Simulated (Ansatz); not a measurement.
```xyz
12

C    -1.5560    1.1858    0.1675
N    -0.5109    0.2707    0.5584
B     0.4639   -0.3068   -0.2446
S     0.6289   -0.0213   -2.0158
C     1.5047   -1.2922    0.4651
O     2.3998   -1.8662   -0.1065
H    -1.5231    1.3403   -0.9106
H    -1.4377    2.1587    0.6536
H    -2.5437    0.7919    0.4230
H    -0.5051    0.0424    1.5414
H     1.6910   -0.8471   -2.0991
H     1.3882   -1.4560    1.5676
```

Charge 0, multiplicity 1.

**Question.** List the ωB97M-V/def2-TZVPP orbital energies in eV (the Gaussian-basis code of Ansatz). (Estimate.)

**Answer.** Ansatz gave: Occupied: -2426.51, -526.33, -395.29, -283.54, -282.58, -220.54, -188.27, -163.63, -163.55, -163.49, -32.19, -28.42, -23.28, -22.35, -19.84, -17.92, -16.41, -15.82, -15.25, -14.65, -13.83, -13.79, -13.41, -11.65, -11.16, -9.53, -9.41. Lowest empty: 0.42, 1.87, 2.70, 3.21, 3.46, 3.86, 4.18, 4.56.
